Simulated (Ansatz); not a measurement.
germanium monotelluride cation (GeTe), SMILES [Te]=[Ge] (connectivity only; charge and spin as stated), charge +1, multiplicity 2.

The structure is a stationary point at r2SCAN-D4/def2-TZVP. The multiplicity is an assumed one; other spin states were not compared. The def2 effective core potentials stand for the cores of Te; spin–orbit coupling is left out.

Two levels are set side by side: PBE/def2-TZVPD (Ansatz, a first-principles code) and PBE0/def2-TZVPD (Ansatz). Energy differences of separate SCF runs at the same geometry; the states with an electron removed or added have multiplicity 3 and 1. Differences are taken from unrounded values.

```json
[
 {"quantity": "vertical ionisation energy (eV)", "PBE": "14.97"},
 {"quantity": "vertical electron affinity (eV)", "PBE": "8.82"}
]
```

Task: These are the PBE values. What does PBE0 give? (An estimate is asked for; the answer gives what the named calculation found.)

Result: 
| quantity | PBE0 | PBE minus PBE0 |
|---|---|---|
| vertical ionisation energy (eV) | 14.88 | 0.09 |
| vertical electron affinity (eV) | 8.75 | 0.08 |

On these quantities the two levels nearly agree.
